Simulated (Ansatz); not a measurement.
Geometry optimisation, Ansatz 0.2.0, RKS B3LYP/def2-SVP.

The input (input.yaml):

```yaml
crystal:
  periodic: [false, false, false]
  atoms:
    - { symbol: "N", position_ang: [-2.0479, 1.5038, -0.1411] }
    - { symbol: Ge, position_ang: [-0.3253, 1.2549, -0.6453] }
    - { symbol: O, position_ang: [0.613, 0.9105, 0.8225] }
    - { symbol: Si, position_ang: [0.6767, -0.6652, 0.2086] }
    - { symbol: "N", position_ang: [2.256, -1.1907, -0.2677] }
    - { symbol: O, position_ang: [-0.2683, -1.6771, 1.284] }
    - { symbol: H, position_ang: [-2.5824, 1.8118, -1.0204] }
    - { symbol: H, position_ang: [-2.4406, 0.6446, 0.1494] }
    - { symbol: H, position_ang: [0.4036, 2.4016, -1.3847] }
    - { symbol: H, position_ang: [2.8097, -1.2437, 0.6569] }
    - { symbol: H, position_ang: [2.1649, -2.1551, -0.6026] }
    - { symbol: H, position_ang: [-1.1826, -1.6505, 0.9745] }
basis:
  gaussian: { orbitals: def2-SVP }
hamiltonian:
  xc: b3lyp
relax:
  f_tol: 0.015
  max_steps: 40
```

Run as:

```bash
$ ansatz run input.yaml --threads 2 --pin off --max-ram 3072MiB --backend cpu --events-out ev --progress --plain --runs-dir out
```

**Question.** Where does it end, and by what steps?

**Answer.** The run converged. After 16 steps the energy has fallen by 1.179 eV; H10 moved furthest, 1.03 Å.

```tsv
step	energy less start (eV)	largest force component (eV/Å)	accepted
0	0.0000	2.491	yes
1	-0.5371	1.273	yes
2	-0.7359	0.916	yes
3	-0.8798	0.388	yes
4	-0.9787	0.429	yes
5	-1.0002	1.203	yes
6	-1.0790	0.564	yes
7	-1.1077	0.499	yes
8	-1.1149	0.391	yes
9	-1.1390	0.271	yes
10	-1.1593	0.312	yes
11	-1.1754	0.142	yes
12	-1.1766	0.221	yes
13	-1.1780	0.192	yes
14	-1.1787	0.100	yes
15	-1.1791	0.033	yes
16	-1.1792	0.014	yes
```

```xyz
12
Properties=species:S:1:pos:R:3
N -2.144 1.526 -0.645
Ge -0.393 1.012 -0.783
O 0.480 0.766 1.012
Si 0.669 -0.721 0.386
N 2.216 -1.336 0.073
O -0.184 -2.026 0.938
H -2.346 2.486 -0.372
H -2.813 0.886 -0.227
H 0.292 2.285 -1.343
H 2.987 -0.752 -0.227
H 2.398 -2.330 -0.009
H -1.086 -1.852 1.230
```

Whether the end is a true minimum wasn't checked by a vibrational analysis.

Time of the run: 50 s on 2 threads of Intel(R) Xeon(R) 6975P-C (Granite Rapids) (shared host), peak memory 0.39 GiB.
